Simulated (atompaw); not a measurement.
**Before and after: PAW (atompaw) potential for silver**

```
Element                 : Ag
Generator               : atompaw 4.2.0.5
Type                    : PAW
Functional              : LDA (PW92)
Relativity              : scalar-relativistic
Frozen core             : [Kr]
Valence charge          : 11
Reference configuration : 4d10 5s0.5 5p0 (charge +0.5)
Partial waves           : 5s (bound): rc 3.00 bohr; 5s channel at 0.45 Ry: rc 2.70 bohr; 5p (bound, empty): rc 3.00 bohr; 5p channel at 1.4 Ry: rc 3.00 bohr; 4d (bound): rc 3.00 bohr; 4d channel at 0.75 Ry: rc 1.85 bohr
Local potential         : troulliermartins scheme with l = 3 at 0 Ry, radius 2.50 bohr
Core correction         : smooth core density matched at 2.30 bohr
Augmentation charge     : sinc compensation charge, radius 2.65 bohr; PAW radius 3.00 bohr; waves and projectors: custom rrkj vanderbiltortho
```

Change: all radii scaled by about 0.80 (s 2.40, p 2.40, d 2.40 bohr); local potential troulliermartins scheme with l = 3 at 0 Ry, radius 2.00 bohr; augmentation sinc compensation charge, radius 2.12 bohr; PAW radius 2.40 bohr; waves and projectors: custom rrkj vanderbiltortho; core correction smooth core density matched at 1.84 bohr.

Cutoffs: the cutoffs (Ry, on a coarse ladder) from which the occupation-weighted sum of valence levels, in a spherical-Bessel basis at the reference potential, stays within 10 and 1 mRy of its value at 400 Ry; they do not see the model core or the augmentation charge, which bear on the density cutoff.

Task: What does the change do?

Result: The potential gets harder (12 Ry and 18 Ry → 18 Ry and 30 Ry); the bound ghosts move from s to p, s. A smaller radius makes the pseudo-wave follow the all-electron one further in, where it bends more sharply, so more plane waves are needed.

```tsv
quantity	base	changed
cutoff, loose	12 Ry	18 Ry
cutoff, tight	18 Ry	30 Ry
loose cutoff by channel (10 mRy a level)	s 6 Ry, d 8 Ry	s 6 Ry, d 15 Ry
bound ghosts	s	s, p
lowest overlap eigenvalue by channel	s 0.44, p 0.47, d 0.73	s 0.09, p 0.52, d 0.50
```

 A true bound ghost makes a file unfit for plane-wave use even where its test errors are small: the radial tests pick states by their node count and pass the ghost by. The cutoffs see the waves, projectors and local potential, not the compensation charge or the core.
